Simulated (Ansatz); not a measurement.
Reaction (redistribution): `[NH2][SnH2][NH2]` + `[Cl][Al]([Cl])[Br]` → `[NH2][SnH2][Br]` + `[NH2][Al]([Cl])[Cl]`

Computed with Ansatz on PBE0-D4/def2-TZVP structures; ΔE is electronic, products minus reactants. CCSD(T)/CBS adds triple-zeta CCSD(T) − MP2 to the extrapolated MP2 energy (def2 sets, frozen cores). DFT in def2-TZVPP. B3LYP here is the variant with VWN-RPA as its local correlation; programs differ in this. def2 core potentials past Kr. For Br, Sn outer-core shells are correlated without core-valence functions, which leaves a few kJ/mol of doubt a bond. Scalar relativity is left out up to krypton. One conformer a species, not always the lowest.

`[NH2][SnH2][NH2]`:

Cartesian coordinates in Å:
```
N -0.940 1.385 0.146
Sn 0.647 0.135 0.087
N -0.249 -1.634 -0.305
H -0.702 2.368 0.166
H -1.576 1.200 0.911
H 1.490 -0.106 1.560
H 1.669 0.766 -1.136
H -0.693 -1.672 -1.213
H 0.354 -2.441 -0.216
```

`[Cl][Al]([Cl])[Br]`:

Cartesian coordinates in Å:
```
Cl -1.292 0.502 -1.562
Al -0.034 0.010 0.007
Cl -0.732 0.117 1.953
Br 2.059 -0.630 -0.397
```

`[NH2][SnH2][Br]`:

Cartesian coordinates in Å:
```
N -1.122 0.345 -0.543
Sn 0.592 -0.253 0.306
Br 2.100 1.724 0.359
H -1.348 -0.074 -1.433
H -1.937 0.346 0.052
H 1.375 -1.404 -0.672
H 0.341 -0.683 1.932
```

`[NH2][Al]([Cl])[Cl]`:

Z-matrix (Å, degrees):
```
N
Al 1 1.747
H 1 1.006 2 124.4
H 1 1.006 2 124.4 3 -180.0
Cl 2 2.082 1 120.1 3 -0.0
Cl 2 2.082 1 120.1 3 -180.0
```

```
             level  ΔE (kcal/mol)  difference from CCSD(T)/CBS
           PBE0-D4          -13.1                         -0.7
          B3LYP-D4          -14.0                         -1.6
          BHLYP-D4          -14.8                         -2.4
           ωB97M-V          -13.4                         -1.0
          PBE-QIDH          -12.8                         -0.4
            revPBE          -12.3                          0.1
             B3LYP          -14.4                         -2.0
       HF/def2-SVP          -16.3                         -3.9
  CCSD(T)/def2-SVP          -12.5                         -0.1
    MP2/def2-TZVPP          -11.4                          1.0
   CCSD/def2-TZVPP          -12.2                          0.2
CCSD(T)/def2-TZVPP          -11.5                          0.9
     HF/def2-QZVPP          -15.8                         -3.4
    MP2/def2-QZVPP          -12.0                          0.4
      HF/CBS(def2)          -15.8                         -3.4
     MP2/CBS(def2)          -12.3                          0.1
       CCSD(T)/CBS          -12.4                            0
```

Problem. What do rigid-rotor, harmonic-oscillator terms from PBE0-D4/def2-TZVP frequencies (298.15 K, 1 bar) make of the CCSD(T)/CBS value? (Best estimate.)

Solution. Ansatz gave: ΔZPE = 0.0 kcal/mol, ΔH = -12.4 kcal/mol, ΔS = 10 J/(mol·K), ΔG = -13.1 kcal/mol.

Largest T1 diagnostic among the species: 0.012.

In def2-TZVPP, CCSD(T) changes the Hartree–Fock value by +4.0 kcal/mol (the triples alone add +0.6 kcal/mol) and MP2 by +4.1 kcal/mol. From BLYP to BHLYP (50 % exact exchange), in def2-TZVPP and without D4, ΔE moves by −1.2 kcal/mol. Leaving LDA and LC-ωPBE aside and taking each functional with its dispersion term where it has one, the values, not all of them listed here, spread over 3.1 kcal/mol, from BHLYP-D4 to revPBE-D4. LDA lies −0.8 kcal/mol from PBE without D4.
